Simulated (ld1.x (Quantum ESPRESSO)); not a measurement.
## Transferability test, ultrasoft potential for manganese

ld1.x (Quantum ESPRESSO) 7.5 input, shortened:

```
&input
   title='Mn', zed=25., rel=1, dft='PZ', iswitch=3,
   config='[Ar] 3d5 4s2 4p0'
 /
 &inputp
   pseudotype=3, tm=.true., lloc=-1, rcloc=0.90,
   nlcc=.true.,
   which_augfun='PSQ', rmatch_augfun=0.80
 /
6
4S  1  0   2.00   0.00  2.05  2.70  0.0
4S  1  0   0.00   0.70  2.05  2.70  0.0
4P  2  1   0.00   0.00  2.70  3.70  0.0
4P  2  1   0.00   0.20  2.70  3.70  0.0
3D  3  2   5.00   0.00  0.75  0.95  0.0
3D  3  2   0.00   1.25  0.75  0.95  0.0
 &test
   configts(1)='3d5 4s2 4p0'
 /
```

Energies are relative to the spin-unpolarised reference configuration 3d5 4s2 4p0; without spin polarisation the order of configurations can differ from experiment. Not all tests gave a result: test run stopped at test 8 of 9 (negative rho), 1 before it not solved. Left out of the table: 3d4 4s2 4p1 (solver errors, printed error -3.0 eV).

Its overlap operator is not positive definite in a basis up to 400 Ry (lowest eigenvalue s -0.15), so the file is unfit for use: the generalised eigenproblem breaks down once the basis is large enough, and its test numbers describe a broken file.

| valence configuration | charge | ΔE all-electron (eV) | error AE − PS (meV) |
| --- | --- | --- | --- |
| 3d5 4s1 4p0 | +1 | 8.654 | -4.4 |
| 3d5 4s0 4p0 | +2 | 24.531 | -29 |
| 3d4 4s0 4p0 | +3 | 57.342 | -342 |
| 3d6 4s1 4p0 | 0 | -0.398 | -86 |
| 3d5 4s1 4p1 | 0 | 3.925 | -2.4 |
| 3d5.5 4s1.5 4p0 | 0 | -0.505 | -29 |

Levels in the configuration 3d5 4s0 4p0:

```json
{"level": "3d", "all-electron (eV)": "-24.619", "pseudo (eV)": "-24.587"}
```

Note: ghost state, extra bound levels that the all-electron valence spectrum of the same l lacks: p at -174.3 eV (s not tested). A true bound ghost makes a file unfit for plane-wave use.
